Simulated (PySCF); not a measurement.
Species: biphenylene, C12H8.
SMILES: `c1ccc2c(c1)-c1ccccc1-2`

The closed-shell ground state was solved at several levels (PySCF, density fitting, gas phase, non-relativistic). Isolated species at its PBE0-D3(BJ)/def2-SVP geometry, gas phase. The dipole stays under 0.02 D at every level.

```
            level  basis functions  total energy (Eh)  HOMO (eV)  LUMO (eV)  gap (eV)
    PBE0/pcSseg-1              244          -461.4221      -5.94      -1.52      4.42
mPW1PW91/pcSseg-2              544          -462.0810      -5.91      -1.52      4.39
   PBE0/def2-SVPD              304          -461.1741      -5.92      -1.52      4.40
```

(1) What might B3LYP/pcJ-1 (404 basis functions) give for the same quantities?

(2) Over all these levels, which gives the widest orbital gap and which the narrowest?

Results:

(1) Total energy -462.0445 Eh, HOMO -5.71 eV, LUMO -1.64 eV, gap 4.07 eV.

(2) PBE0/pcSseg-1 (global hybrid, 25 % exact exchange) has the widest, 4.42 eV, and B3LYP/pcJ-1 (global hybrid, 20 % exact exchange) the narrowest, 4.07 eV. Functional and basis both differ between the two, so the spread mixes both effects.
